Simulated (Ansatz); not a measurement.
Reactions of `C[O][Al]([OH])[Cl]`.

Program: Ansatz. Geometries: PBE0-D4/def2-TZVP. ΔE: electronic, gas phase. CCSD(T)/CBS is the MP2 limit (def2-TZVPP, def2-QZVPP) plus CCSD(T) − MP2 in def2-TZVPP, frozen cores. This one scheme is used for every species. Functionals use def2-TZVPP. Elements past krypton have def2 core potentials. For Mg, W outer-core shells are correlated without core-valence functions, which leaves a few kJ/mol of doubt a bond. One conformer a species, not always the lowest.

```tsv
reaction	B2PLYP (eV)	r2SCAN-D4 (eV)	PBE-D4 (eV)	ωB97M-V (eV)	CCSD(T)/CBS(def2) (eV)
`C[O][Al]([OH])[Cl]` + `[SiH3][O][Mg][SH]` → `C[S][Mg][O][SiH3]` + `[OH][Al]([OH])[Cl]`	-0.26	-0.27	-0.30	-0.26	-0.30
`C[O][Al]([OH])[Cl]` + SiH₄ → `C[O][Al]([OH])[SiH3]` + HCl	1.62	1.58	1.37	1.62	1.58
`C[O][Al]([OH])[Cl]` + `[CH3][Al]([NH2])[Cl]` → `C[NH][Al]([CH3])[Cl]` + `[OH][Al]([OH])[Cl]`	-0.14	-0.15	-0.18	-0.15	-0.18
`C[O][Al]([OH])[Cl]` + `O[SiH3]` → `[OH][Al]([Cl])[O][SiH3]` + CH₃OH	-0.26	-0.24	-0.21	-0.25	-0.28
`C[O][Al]([OH])[Cl]` + `C[O][W](=[O])([F])=[S]` → `C[O][Al]([Cl])[O]C` + `[O]=[W]([OH])([F])=[S]`	0.22	0.20	0.20	0.18	0.22
```

Largest T1 diagnostic: 0.023, for `[O]=[W]([OH])([F])=[S]`.
